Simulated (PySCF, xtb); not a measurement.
Zr(Me)2(H)2 (C2H8Zr), SMILES [CH3][ZrH2][CH3], multiplicity 1.

GFN2-xTB run with xtb at its own geometry gives an orbital gap of 1.97 eV and a dipole moment of 0.56 D.

Coordinates come from a B3LYP-D3(BJ)/def2-SVP optimisation. The multiplicity is an assumed one; no other spin state was optimised. The structure was generated by enumeration; whether it is a known compound was not checked. The def2 effective core potentials stand for the cores of Zr; spin–orbit coupling is left out.

**Question.** What does PySCF with PBE/def2-TZVPD give? (Estimate from the structure and the level; the computed values follow.)

**Answer.** gap 3.95 eV (levels -6.55 and -2.60 eV), dipole 1.27 D.
